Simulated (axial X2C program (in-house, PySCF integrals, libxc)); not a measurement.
Bond lengths and stretching modes, held linear, of ClCoCl

Computed with an axial X2C code built on PySCF integrals: two-component X2C with atomic mean-field Coulomb and Gaunt terms, Gaussian nuclei, basis Cl dyall-av3z, Co dyall-v3z with contracted cores. Spin-free rows use the one-electron spin-free X2C Hamiltonian.

Masses Cl 34.969, Co 58.933, Cl 34.969 u. States: 2c Ω = 7/2 (beyond evenly filled blocks: ω = -1/2, ω = 3/2, ω = 5/2); spin-free M_S = 3/2, Λ = 2 (beyond evenly filled blocks: π+α, π-α, δ+α, δ+β, δ-α).

PBE0, spin-free: energies above the lowest point

| r(Cl–Co) (Å) | r(Co–Cl) (Å) | E (meV) |
| --- | --- | --- |
| 2.0319 | 2.0319 | 42.83 |
| 2.0319 | 2.0840 | 20.88 |
| 2.0319 | 2.1361 | 42.51 |
| 2.0840 | 2.0319 | 20.88 |
| 2.0840 | 2.0840 | 0.00 |
| 2.0840 | 2.1361 | 22.52 |
| 2.0840 | 2.1882 | 79.47 |
| 2.1361 | 2.0319 | 42.51 |
| 2.1361 | 2.0840 | 22.52 |
| 2.1361 | 2.1361 | 45.81 |
| 2.1882 | 2.0840 | 79.47 |
| 2.1882 | 2.1882 | 161.62 |

Task: Fit a quadratic surface with cubic terms in each bond: where is the minimum, and what are the two stretching wavenumbers?

Result: At PBE0, spin-free: bonds 2.081 and 2.081 Å; harmonic stretches 357.3 and 519.0 cm⁻¹; force constants 2.58, 2.58 and coupling 0.05 mdyn/Å.

The other levels and Hamiltonians give:

```json
{"Hamiltonian": "2c", "level": "PBE0", "r(Cl–Co) (Å)": "2.082", "r(Co–Cl) (Å)": "2.082", "lower stretch (cm⁻¹)": "357.1", "upper stretch (cm⁻¹)": "518.6"}
{"Hamiltonian": "2c", "level": "HF", "r(Cl–Co) (Å)": "2.171", "r(Co–Cl) (Å)": "2.171", "lower stretch (cm⁻¹)": "331.6", "upper stretch (cm⁻¹)": "485.0"}
{"Hamiltonian": "2c", "level": "BHandHLYP", "r(Cl–Co) (Å)": "2.114", "r(Co–Cl) (Å)": "2.114", "lower stretch (cm⁻¹)": "350.9", "upper stretch (cm⁻¹)": "512.0"}
{"Hamiltonian": "2c", "level": "MP2", "r(Cl–Co) (Å)": "2.095", "r(Co–Cl) (Å)": "2.095", "lower stretch (cm⁻¹)": "353.7", "upper stretch (cm⁻¹)": "524.3"}
{"Hamiltonian": "spin-free", "level": "HF", "r(Cl–Co) (Å)": "2.171", "r(Co–Cl) (Å)": "2.171", "lower stretch (cm⁻¹)": "331.9", "upper stretch (cm⁻¹)": "485.5"}
{"Hamiltonian": "spin-free", "level": "BHandHLYP", "r(Cl–Co) (Å)": "2.114", "r(Co–Cl) (Å)": "2.114", "lower stretch (cm⁻¹)": "351.1", "upper stretch (cm⁻¹)": "512.5"}
{"Hamiltonian": "spin-free", "level": "MP2", "r(Cl–Co) (Å)": "2.094", "r(Co–Cl) (Å)": "2.094", "lower stretch (cm⁻¹)": "354.0", "upper stretch (cm⁻¹)": "524.7"}
```

Each state is one determinant, the lowest of a limited PBE0 search; the stretches come from a fit to these few points and carry an uncertainty of a few per cent. Other orders of the atoms were not compared. MP2 freezes inner shells (threshold -2 hartree). The molecule was held linear; bending was not examined, so a bent shape may lie lower. Note: functional without a current term on a determinant with orbital currents, of the molecule or an atom. Note: several unpaired electrons, one determinant need not be a pure state.
